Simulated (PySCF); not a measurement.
Atoms are numbered as in `[NH2:1][SiH2:2][Si@@H:3]1[O:4][C@@H:5]2[CH2:6][CH2:7][C@H:8]1[CH2:9]2`. Hydrogens are named by the atom that carries them. Ha(C9) is cis to Si2 on the ring; Ha(C6), Ha(C7) are cis to Si3 on the ring; Ha(Si2) is pro-R; Hb(Si2) is pro-S; Hb(C9) is trans to Si2 on the ring; Hb(C6), Hb(C7) are trans to Si3 on the ring.

All values are calculated (PySCF): σ from GIAO-PBE0/pcSseg-1, coordinates at the GFN2-xTB level. One computed conformer, isolated molecule, rapidly exchanging positions averaged, relativity neglected.

Task: List the cross peaks expected in HSQC, COSY and HMBC spectra.

Result: 

HSQC (one-bond C–H):
```csv
δH,δC
4.50 (H(C5)),78.8 (C5)
1.86 (Ha(C7)),26.9 (C7)
1.80 (Hb(C7)),26.9 (C7)
1.74 (H(C8)),30.7 (C8)
1.73 (Hb(C9)),39.3 (C9)
1.65 (Hb(C6)),37.3 (C6)
1.36 (Ha(C6)),37.3 (C6)
1.29 (Ha(C9)),39.3 (C9)
```

COSY cross peaks (H two or three bonds apart, from the bond graph; peaks can be absent where the dihedral angle is near 90°):
```csv
δH,δH
5.36 (H(Si3)),5.13 (Hb(Si2))
5.36 (H(Si3)),4.95 (Ha(Si2))
5.36 (H(Si3)),1.74 (H(C8))
5.13 (Hb(Si2)),4.95 (Ha(Si2))
4.50 (H(C5)),1.73 (Hb(C9))
4.50 (H(C5)),1.65 (Hb(C6))
4.50 (H(C5)),1.36 (Ha(C6))
4.50 (H(C5)),1.29 (Ha(C9))
1.86 (Ha(C7)),1.80 (Hb(C7))
1.86 (Ha(C7)),1.74 (H(C8))
1.86 (Ha(C7)),1.65 (Hb(C6))
1.86 (Ha(C7)),1.36 (Ha(C6))
1.80 (Hb(C7)),1.74 (H(C8))
1.80 (Hb(C7)),1.65 (Hb(C6))
1.80 (Hb(C7)),1.36 (Ha(C6))
1.74 (H(C8)),1.73 (Hb(C9))
1.74 (H(C8)),1.29 (Ha(C9))
1.73 (Hb(C9)),1.29 (Ha(C9))
1.65 (Hb(C6)),1.36 (Ha(C6))
```

HMBC (two and three bonds, from the bond graph):
```csv
δH,δC
5.36 (H(Si3)),"78.8 (C5), 39.3 (C9), 30.7 (C8), 26.9 (C7)"
5.13 (Hb(Si2)),30.7 (C8)
4.95 (Ha(Si2)),30.7 (C8)
4.50 (H(C5)),"39.3 (C9), 37.3 (C6), 30.7 (C8), 26.9 (C7)"
1.86 (Ha(C7)),"78.8 (C5), 39.3 (C9), 37.3 (C6), 30.7 (C8)"
1.80 (Hb(C7)),"78.8 (C5), 39.3 (C9), 37.3 (C6), 30.7 (C8)"
1.74 (H(C8)),"78.8 (C5), 39.3 (C9), 37.3 (C6), 26.9 (C7)"
1.73 (Hb(C9)),"78.8 (C5), 37.3 (C6), 30.7 (C8), 26.9 (C7)"
1.65 (Hb(C6)),"78.8 (C5), 39.3 (C9), 30.7 (C8), 26.9 (C7)"
1.36 (Ha(C6)),"78.8 (C5), 39.3 (C9), 30.7 (C8), 26.9 (C7)"
1.29 (Ha(C9)),"78.8 (C5), 37.3 (C6), 30.7 (C8), 26.9 (C7)"
```

Chemical shifts δ = σref − σ; TMS for ¹H (σ = 31.72 ppm) and ¹³C (σ = 186.93 ppm), all at this level.

Short H···H contacts in this conformer between protons four or more bonds apart (candidates for NOE cross peaks, intensity ∝ r⁻⁶): Hb(C7)···Ha(C9) 2.59 Å, Hb(Si2)···Ha(C7) 2.66 Å, H(Si3)···Hb(C9) 2.73 Å, Hb(C6)···Ha(C9) 2.76 Å.

OH/NH shifts are gas-phase values; hydrogen bonding in solution moves them, usually downfield. Shifts are as computed. Against solution values, carbons near 30 ppm lie about +3 ppm off and those near 130 ppm about +5 ppm. Of 1211 compounds with measured shifts, 218 miss one by over three times the rms of a fit or turn the order of signals round; such compounds aren't used in these exercises.
